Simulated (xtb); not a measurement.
Job for xtb: GFN2-xTB on CH5NOSi (a complex).

```
$ xtb mol.xyz --gfn 2 --sp --chrg 0 --uhf 0
9

C      0.57626914     1.53751556    -0.61857918
N      0.60171230     1.15179999     0.45781194
H      0.55289692     1.89771196    -1.62295007
O      0.66342640     0.15262200     3.24847556
Si    -0.53798804    -0.89345540     3.64609395
H      0.68346707     0.50457038     2.34727139
H     -1.88665240    -0.28611702     3.49679748
H     -0.32687563    -1.26234895     5.06210685
H     -0.51198889    -2.12471476     2.81342671
```

The head of its log:

```
[...]
           -------------------------------------------------
          |                Calculation Setup                |
           -------------------------------------------------



molecular fragmentation (1/2 indicates fragments):
111222222
# atoms in fragment 1/2:     3     6
 fragment masses (1/2) :       27.03       48.12
CMA distance (Bohr)    :   7.793
constraining FC (au)   :  0.0500

           -------------------------------------------------
          |                 G F N 2 - x T B                 |
           -------------------------------------------------

        Reference                      10.1021/acs.jctc.8b01176
      * Hamiltonian:
        H0-scaling (s, p, d)           1.850000    2.230000    2.230000
        zeta-weighting                 0.500000
      * Dispersion:
        s8                             2.700000
        a1                             0.520000
        a2                             5.000000
        s9                             5.000000
      * Repulsion:
        kExp                           1.500000    1.000000
        rExp                           1.000000
      * Coulomb:
        alpha                          2.000000
        third order                    shell-resolved
        anisotropic                    true
        a3                             3.000000
        a5                             4.000000
        cn-shift                       1.200000
        cn-exp                         4.000000
        max-rad                        5.000000


          ...................................................
          :                      SETUP                      :
          :.................................................:
          :  # basis functions                  27          :
          :  # atomic orbitals                  26          :
          :  # shells                           14          :
          :  # electrons                        24          :
          :  max. iterations                   250          :
          :  Hamiltonian                  GFN2-xTB          :
          :  restarted?                      false          :
          :  GBSA solvation                  false          :
          :  PC potential                    false          :
          :  electronic temp.          300.0000000     K    :
          :  accuracy                    1.0000000          :
          :  -> integral cutoff          0.2500000E+02      :
          :  -> integral neglect         0.1000000E-07      :
          :  -> SCF convergence          0.1000000E-05 Eh   :
          :  -> wf. convergence          0.1000000E-03 e    :
          :  Broyden damping             0.4000000          :
          :  net charge                          0          :
          :  unpaired electrons                  0          :
          ...................................................

 iter      E             dE          RMSdq      gap      omega  full diag
   1    -13.4923928 -0.134924E+02  0.770E+00    6.59       0.0  T
   2    -13.5366717 -0.442789E-01  0.450E+00    6.43       1.0  T
```

**Question.** Predict the final total energy.

**Answer.** -13.3914 hartree.
